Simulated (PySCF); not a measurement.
## C6H9Al: core ionisation energies

Species: Al(vinyl)3, C6H9Al.
Z-matrix (Å and degrees, PBE0-D3(BJ)/def2-SVP geometry), rows numbered from 1:
```
Al
C   1  1.9517
C   2  1.3441  1  122.79
H   2  1.1006  1  121.37  3  -176.98
H   3  1.0974  2  122.01  1     2.04
H   3  1.0983  2  122.80  1  -177.54
C   1  1.9487  2  121.64  3   157.18
C   7  1.3439  1  121.53  2   174.48
H   7  1.1001  1  122.38  2    -4.59
H   8  1.0979  7  122.01  1     0.71
H   8  1.0983  7  122.99  1  -179.20
C   1  1.9527  2  118.83  3   -23.34
C  12  1.3441  1  122.27  2   -25.96
H  12  1.1007  1  121.99  2   156.43
H  13  1.0976 12  122.04  1     1.65
H  13  1.0983 12  122.82  1  -178.00
```

Level of theory: delta-SCF UKS SCAN, pcX-2 on the ionised atom, pcseg-1 elsewhere, spin-free X2C (PySCF). Each binding energy is the total energy of the core-ionised species, with the hole localised on one atom, minus that of the ground state; both are solved self-consistently, so orbital relaxation is included.

Task: List the computed XPS lines with their assignment.

Result: 
```csv
atom(s),bonded to,level,binding energy (eV),above the level's lowest (eV),count
Al1,3 C,Al 1s,1565.84,0.00,1
C2/C7/C12,"C, H and Al",C 1s,289.51,0.00,3
C3/C8/C13,C and 2 H,C 1s,290.29,+0.78,3
```

Lowest listed C 1s: C2/C7/C12, bonded to C, H and Al. Highest, 0.78 eV above it: C3/C8/C13, bonded to C and 2 H.

Task: Express the binding energy of C 1s of C2/C7/C12 in atomic units and per mole.

Result: 289.51 eV = 10.6393 Eh = 27933 kJ/mol.

Task: Which effective nuclear charge Zeff reproduces each element's mean 1s value in the hydrogen-like formula E = 13.606 eV × Zeff²?

Result: C (Z = 6): mean 289.9 eV, Zeff = 4.62, Z − Zeff = 1.38; Al (Z = 13): mean 1565.8 eV, Zeff = 10.73, Z − Zeff = 2.27. Means run over the listed sites, weighted by atom count.

Topologically equivalent atoms share the value of their first member; where this conformer doesn't relate them by symmetry, their own values could differ. Geometry: PBE0-D3(BJ)/def2-SVP, one conformer, isolated molecule.
